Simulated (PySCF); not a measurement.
Computed data (PySCF 2.14.0 with density-fitted response routines): shieldings: GIAO PBE0/pcSseg-1, GFN2-xTB geometry. One conformer, relativity neglected, one averaged value for each set of equivalent atoms, no solvent model.

Scale: TMS for $^{1}$H, $^{13}$C (reference shieldings calculated alike). Shifts are as computed. Against solution values, carbons near 30 ppm lie about +3 ppm off and those near 130 ppm about +5 ppm. Of 1211 compounds with measured shifts, 218 miss one by over three times the rms of a fit or turn the order of signals round; such compounds aren't used in these exercises. OH and NH positions are gas-phase values without hydrogen bonding to other molecules.

**Question.** Order these molecules by the shift of their most deshielded carbon-bound hydrogen, lowest δ first.
A. C[SiH](C)N1CCC=N1
B. O=C1OCCC(F)(F)O1
C. O=C1[C@H]2CC[C@]1(F)CC2

**Answer.** C (2.22 ppm, hydrogen on an sp3 CH2 in a ring), B (4.56 ppm, hydrogen on an sp3 CH2 bonded to O), A (6.21 ppm, hydrogen on a C=N carbon).

**Question.** Order these molecules by the shift of their most shielded carbon, lowest δ first.
A. O=C1[C@H]2CC[C@]1(F)CC2
B. O=C1OCCC(F)(F)O1
C. C[SiH](C)N1CCC=N1
D. O=C([SiH2]O)C(F)(F)F

**Answer.** C (-2.2 ppm, methyl carbon bonded to Si), A (26.1 ppm, sp3 CH2 in a ring), B (33.6 ppm, sp3 CH2 in a ring), D (124.8 ppm, CF3 carbon).

**Question.** How many $^{13}$C and $^{1}$H signals does each give (equivalence by symmetry and fast rotation, but not about amide C–N or C=N bonds)? `O=C([SiH2]O)C(F)(F)F`, `O=C1OCCC(F)(F)O1`, `C[SiH](C)N1CCC=N1`, `O=C1[C@H]2CC[C@]1(F)CC2`

**Answer.** O=C([SiH2]O)C(F)(F)F: 2 C, 2 H; O=C1OCCC(F)(F)O1: 4 C, 2 H; C[SiH](C)N1CCC=N1: 4 C, 5 H; O=C1[C@H]2CC[C@]1(F)CC2: 5 C, 5 H.
